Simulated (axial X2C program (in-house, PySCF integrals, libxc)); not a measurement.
## PtF: a run with one poor setting

Computed with an in-house all-electron X2C program for linear molecules (integrals from PySCF). Two-component (2c) means X2C with spin–orbit coupling and atomic mean-field two-electron Coulomb and Gaunt terms. Basis: Pt dyall-v3z [13s14p9d6f2g], F dyall-v3z [6s5p2d1f] (cores contracted in-house); Gaussian nuclei, density fitting, unrestricted open shells. Masses: Pt 194.965 u, F 18.998 u.

One setting of this run was spoiled on purpose, so its numbers are not properties of PtF. Level: PBEsol, with spin–orbit coupling; state Ω = 1/2 (⟨Sz⟩ = 0.24, ⟨Lz⟩ = 0.26 at PBEsol).

```json
{"R (Å)": "1.601", "E − E(lowest point) (eV)": "1.6098", "SCF iterations": "35"}
{"R (Å)": "1.674", "E − E(lowest point) (eV)": "0.5867", "SCF iterations": "26"}
{"R (Å)": "1.730", "E − E(lowest point) (eV)": "0.1654", "SCF iterations": "19"}
{"R (Å)": "1.785", "E − E(lowest point) (eV)": "0.0000", "SCF iterations": "16"}
{"R (Å)": "1.840", "E − E(lowest point) (eV)": "0.0197", "SCF iterations": "15"}
{"R (Å)": "1.904", "E − E(lowest point) (eV)": "0.1692", "SCF iterations": "18"}
{"R (Å)": "1.969", "E − E(lowest point) (eV)": "0.3500", "SCF iterations": "17"}
{"R (Å)": "2.052", "E − E(lowest point) (eV)": "0.5290", "SCF iterations": "20"}
{"R (Å)": "2.153", "E − E(lowest point) (eV)": "0.6732", "SCF iterations": "20"}
{"R (Å)": "2.300", "E − E(lowest point) (eV)": "0.9997", "SCF iterations": "20"}
```

Fit: Re 1.804 Å, ωe 899.7 cm⁻¹, residual 4.5 microhartree, De 4.35 eV.

Output at the reference distance:

```
two-component X2C + atomic mean field  PBEsol
basis functions 198  fitting functions 1092  grid points 346
iter        total energy     max residual
   1     -18511.453259190     9.71e-01
   2     -18511.454773815     3.53e-02
   3     -18511.459696004     3.94e-01
   4     -18511.460977248     8.52e-02
   5     -18511.463195622     1.97e-01
   6     -18511.464241298     7.33e-02
   7     -18511.464380650     1.08e-02
   8     -18511.464410017     1.59e-02
   9     -18511.464419538     4.17e-04
  10     -18511.464424831     5.38e-03
  11     -18511.464427200     1.68e-03
  12     -18511.464427515     1.47e-04
  13     -18511.464427539     9.78e-05
  14     -18511.464427540     2.57e-05
  15     -18511.464427540     1.18e-05
converged
one-electron -25771.21290533  Coulomb 7440.37296106  exact exchange 0.00000000  xc functional -365.61933480  nuclear repulsion 201.89260982  atomic mean-field constant -16.89775829
```

Which setting was spoiled?
A. density fitting set too sparse
B. an excited determinant was followed
C. too few iterations allowed
D. integration grid too coarse
E. virtual space cut too low

D. Integration grid too coarse: 20 radial and 10 angular points an atom against the usual 100 and 30 (atoms up to Ar take three quarters of the radial points).
